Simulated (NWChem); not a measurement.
Program: NWChem. System: H3BO3, charge 0, spin multiplicity 3, at the geometry of a parent with another charge or spin, in a state set for the comparison that need not be this species' ground state. Its SCF solution wasn't tested for a lower state. Level: UHF/def2-SVP.

Job file:

```
start mol
memory heap 200 mb stack 900 mb global 1100 mb
geometry units angstroms nocenter noautoz
  O      1.129820    -0.802029     0.000000
  B      0.005669    -0.033474     0.000000
  O      0.148747     1.336741     0.000000
  O     -1.192718    -0.694917     0.000000
  H      1.928155    -0.261242     0.000000
  H     -0.670336     1.842663     0.000000
  H     -1.972955    -0.132406     0.000000
  symmetry group Cs
end
basis spherical
  * library def2-svp
end
scf
  uhf
  nopen 2
  maxiter 100
  thresh 1e-7
  semidirect memsize 60000000 filesize 0
  # guess.movecs holds the orbitals of an unrestricted PBE0 run
  vectors input guess.movecs output mol.movecs
end
task scf energy
```

Output (cleaned and shortened):

```
             Northwest Computational Chemistry Package (NWChem) 7.3.0
             --------------------------------------------------------

                                NWChem Input Module
                                -------------------

 Scaling coordinates for geometry "geometry" by  1.889725989
 (inverse scale =  0.529177249)

 Turning off AUTOSYM since
 SYMMETRY directive was detected!

                             Geometry "geometry" -> ""
                             -------------------------

 Output coordinates in angstroms (scale by  1.889725989 to convert to a.u.)

  No.       Tag          Charge          X              Y              Z
 ---- ---------------- ---------- -------------- -------------- --------------
    1 O                    8.0000     1.12982000    -0.80202900     0.00000000
    2 B                    5.0000     0.00566900    -0.03347400     0.00000000
    3 O                    8.0000     0.14874700     1.33674100     0.00000000
    4 O                    8.0000    -1.19271800    -0.69491700     0.00000000
    5 H                    1.0000     1.92815500    -0.26124200     0.00000000
    6 H                    1.0000    -0.67033600     1.84266300     0.00000000
    7 H                    1.0000    -1.97295500    -0.13240600     0.00000000

 Effective nuclear repulsion energy (a.u.)     116.0233137528

            Nuclear Dipole moment (a.u.)
            ----------------------------
        X                 Y               Z
 ---------------- ---------------- ----------------
     0.0000018897     0.0000094486     0.0000000000

      Symmetry information
      --------------------

 Group name             Cs
 Group number              2
 Group order               2
 No. of unique centers     7

      Symmetry unique atoms

     1    2    3    4    5    6    7


 Summary of "ao basis" -> "" (spherical)
 ------------------------------------------------------------------------------
       Tag                 Description            Shells   Functions and Types
 ---------------- ------------------------------  ------  ---------------------
[...]
    63      1.247969  6 H  s                 68     -1.231954  7 H  s
    31     -0.782001  3 O  s                 45      0.711199  4 O  s
    49     -0.270417  4 O  px                35      0.265966  3 O  px
    36     -0.180391  3 O  py                50      0.156449  4 O  py

 center of mass
 --------------
 x =   0.02178138 y =  -0.04481154 z =   0.00000000

 moments of inertia (a.u.)
 ------------------
         178.837642005247          -1.676393471180           0.000000000000
          -1.676393471180         184.410247718109           0.000000000000
           0.000000000000           0.000000000000         363.247889723356

  Mulliken analysis of the total density
  --------------------------------------

    Atom       Charge   Shell Charges
 -----------   ------   -------------------------------------------------------
    1 O    8     7.58   1.99  1.16  0.42  2.76  1.24  0.01
    2 B    5     4.74   1.99  0.70  0.10  1.46  0.20  0.29
    3 O    8     8.25   1.99  1.06  0.59  2.86  1.74  0.01
    4 O    8     8.27   1.99  1.06  0.59  2.87  1.75  0.01
    5 H    1     1.57   0.62  0.88  0.07
    6 H    1     0.80   0.67  0.06  0.08
    7 H    1     0.79   0.67  0.05  0.08

  Mulliken analysis of the alpha density
  --------------------------------------

    Atom       Charge   Shell Charges
 -----------   ------   -------------------------------------------------------
    1 O    8     4.25   1.00  0.62  0.14  1.74  0.75  0.01
    2 B    5     2.40   0.99  0.34  0.11  0.71  0.10  0.15
    3 O    8     4.13   1.00  0.54  0.29  1.44  0.87  0.01
    4 O    8     4.14   1.00  0.53  0.29  1.44  0.87  0.01
    5 H    1     1.26   0.34  0.88  0.04
    6 H    1     0.41   0.34  0.04  0.04
    7 H    1     0.40   0.34  0.03  0.04

   Mulliken analysis of the beta density
   -------------------------------------

    Atom       Charge   Shell Charges
 -----------   ------   -------------------------------------------------------
    1 O    8     3.32   1.00  0.54  0.28  1.02  0.49  0.01
    2 B    5     2.34   0.99  0.36 -0.01  0.74  0.11  0.14
    3 O    8     4.12   1.00  0.53  0.30  1.42  0.87  0.01
    4 O    8     4.12   1.00  0.53  0.30  1.42  0.87  0.01
    5 H    1     0.31   0.28 -0.01  0.04
    6 H    1     0.39   0.33  0.02  0.04
    7 H    1     0.39   0.33  0.02  0.04

   Mulliken analysis of the spin density
   -------------------------------------

    Atom       Charge   Shell Charges
 -----------   ------   -------------------------------------------------------
    1 O    8     0.93   0.00  0.08 -0.14  0.72  0.26  0.00
    2 B    5     0.06  -0.00 -0.03  0.12 -0.03 -0.01  0.01
    3 O    8     0.01   0.00  0.01 -0.01  0.02 -0.00  0.00
    4 O    8     0.02   0.00  0.01 -0.01  0.02  0.00 -0.00
    5 H    1     0.95   0.06  0.89  0.00
    6 H    1     0.02   0.00  0.02  0.00
    7 H    1     0.01   0.00  0.01  0.00

       Multipole analysis of the density wrt the origin
       ------------------------------------------------

     L   x y z        total         alpha         beta         nuclear
     -   - - -        -----         -----         ----         -------
     0   0 0 0     -0.000000    -17.000000    -15.000000     32.000000

     1   1 0 0     -2.219594     -3.933957      1.714361      0.000002
     1   0 1 0      0.469451      1.033266     -0.563825      0.000009
     1   0 0 1      0.000000      0.000000      0.000000      0.000000

     2   2 0 0    -21.891371    -75.407342    -53.006753    106.522724
     2   1 1 0     -4.083816      0.793620     -3.069000     -1.808435
     2   1 0 1      0.000000     -0.000000      0.000000      0.000000
     2   0 2 0    -18.499973    -59.665668    -54.506980     95.672675
     2   0 1 1     -0.000000     -0.000000      0.000000      0.000000
     2   0 0 2    -17.530927    -10.546728     -6.984199      0.000000

 Task  times  cpu:        2.4s     wall:        2.4s

 Total times  cpu:        2.5s     wall:        2.5s
```
